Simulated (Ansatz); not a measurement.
Program: Ansatz. Geometries: PBE0-D4/def2-TZVP. ΔE: electronic, gas phase. CCSD(T)/CBS is the MP2 limit (def2-TZVPP, def2-QZVPP) plus CCSD(T) − MP2 in def2-TZVPP, frozen cores. Functionals use def2-TZVPP. B3LYP here is the variant with VWN-RPA as its local correlation; programs differ in this. HSE06 is defined as in plane-wave codes. One conformer a species, not always the lowest.

Consider the cleavage of the Si–Si bond: `O[SiH]([SiH3])S` + `NN[SiH3]` → `NN([SiH3])[SiH3]` + `O[SiH2]S`.

Q: Is it downhill or uphill in electronic energy at CCSD(T)/CBS, and by how much? (An estimate is asked.)

A: The calculation gave: Downhill: ΔE = -14.8 kcal/mol.

Q: What do these levels give: revPBE-D4, B3LYP-D4, BHLYP-D4, CAM-B3LYP-D4, B2PLYP, PBE-QIDH, r2SCAN, PBE0, HSE06, HF/def2-SVP, CCSD/def2-SVP, CCSD/def2-TZVPP? (Estimate.)

A: Ansatz gave: revPBE-D4 -10.5, B3LYP-D4 -13.8, BHLYP-D4 -15.2, CAM-B3LYP-D4 -14.7, B2PLYP -15.0, PBE-QIDH -13.7, r2SCAN -12.9, PBE0 -10.5, HSE06 -10.5, HF/def2-SVP -16.8, CCSD/def2-SVP -15.9, CCSD/def2-TZVPP -15.5 kcal/mol.

Largest T1 diagnostic among the species: 0.012.

From BLYP to BHLYP (50 % exact exchange), in def2-TZVPP and without D4, ΔE moves by −2.7 kcal/mol. At CCSD(T), def2-SVP lies −1.2 kcal/mol from the extrapolated value and def2-TZVPP −0.6 kcal/mol. Leaving LDA and LC-ωPBE aside and taking each functional with its dispersion term where it has one, the values, not all of them listed here, spread over 5.7 kcal/mol, from BHLYP-D4 to PBE-D4. LDA lies −0.9 kcal/mol from PBE without D4.
